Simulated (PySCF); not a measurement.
# From orbital energies to excitation energies

Si(NH2)2Cl2.
Cartesian coordinates in Å at the PBE0-D3(BJ)/def2-SVP level; atoms count from 1:
```xyz
9
Cl2H4N2Si angstrom
Si    -0.3492   -0.0310   -0.2639
N     -0.3626   -0.0120    1.4365
H      0.0991    0.7399    1.9355
H     -1.1615   -0.3797    1.9398
N      1.2540    0.0386   -0.8248
H      1.9358   -0.6435   -0.5134
H      1.4499    0.3855   -1.7563
Cl    -1.2940    1.5504   -1.2085
Cl    -1.4388   -1.7175   -0.7706
```

Method: TDDFT PBE0/def2-SVPD, vertical, gas phase, core orbitals frozen in the response in PySCF.

Orbital energies (eV): HOMO-3 -9.38, HOMO-2 -9.00, HOMO-1 -8.26, HOMO -8.12, LUMO 0.02, LUMO+1 0.95, LUMO+2 1.12.

Question: Among the lowest singlets, which states do these configurations lead, and at what energies: HOMO-1→LUMO+1, HOMO→LUMO+1, HOMO→LUMO, HOMO-3→LUMO, HOMO-1→LUMO, HOMO-1→LUMO+2, HOMO→LUMO+2, HOMO-2→LUMO?

Answer: 

| state | leading configuration | weight | Δε (eV) | E (eV) | E − Δε (eV) | f | other configurations |
| --- | --- | --- | --- | --- | --- | --- | --- |
| S1 | HOMO→LUMO | 0.96 | 8.14 | 6.92 | -1.22 | 0.026 | – |
| S2 | HOMO-1→LUMO | 0.94 | 8.28 | 7.04 | -1.23 | 0.044 | – |
| S3 | HOMO→LUMO+1 | 0.84 | 9.07 | 7.71 | -1.36 | 0.030 | – |
| S4 | HOMO-1→LUMO+1 | 0.77 | 9.21 | 7.83 | -1.38 | 0.0014 | H→L+2 (12%) |
| S5 | HOMO-2→LUMO | 0.87 | 9.02 | 7.92 | -1.10 | 0.084 | – |
| S6 | HOMO→LUMO+2 | 0.68 | 9.24 | 8.05 | -1.20 | 0.0000 | H-1→L+1 (9%) |
| S7 | HOMO-1→LUMO+2 | 0.83 | 9.38 | 8.15 | -1.23 | 0.0077 | – |
| S8 | HOMO-3→LUMO | 0.76 | 9.41 | 8.25 | -1.16 | 0.0040 | H→L+2 (9%) |

E − Δε runs from -1.38 to -1.10 eV. By orbital difference alone the order would be S1, S2, S5, S3, S4, S6, S7, S8. Δε is the difference of the two orbital energies.

H and L stand for HOMO and LUMO. The other states: S9 8.51 eV, f 0.012, H-4→L (32%), H-1→L+3 (21%), H-2→L+1 (20%); S10 8.52 eV, f 0.090, H→L+3 (40%), H→L+5 (22%), H-1→L+1 (10%).

Question: Pair triplets and singlets of the same leading configuration (75% or more in both) and give the splittings.

Answer: 

```tsv
configuration	triplet	E(T) (eV)	singlet	E(S) (eV)	E(S) − E(T) (eV)
HOMO→LUMO	T1	6.60	S1	6.92	+0.32
HOMO-1→LUMO	T2	6.68	S2	7.04	+0.36
HOMO-1→LUMO+1	T4	7.49	S4	7.83	+0.34
```

The 4 triplets are Tamm–Dancoff values, the singlets full response.

Summed over the main configurations (up to three a state, each over 8%) of all 10 singlets, the electron leaves HOMO with weight 3.31, HOMO-1 with weight 2.94, HOMO-2 with weight 1.07 and HOMO-3 with weight 0.76.

Time: 18 s (with the writing of density and orbital grids); peak memory 0.71 GiB. Hardware: one thread of an Intel Xeon Platinum 8488C (shared host).

One conformer stands for the species.

Without π bonds the low states are Rydberg-like; a valence basis with one diffuse set may place them up to an eV too high.
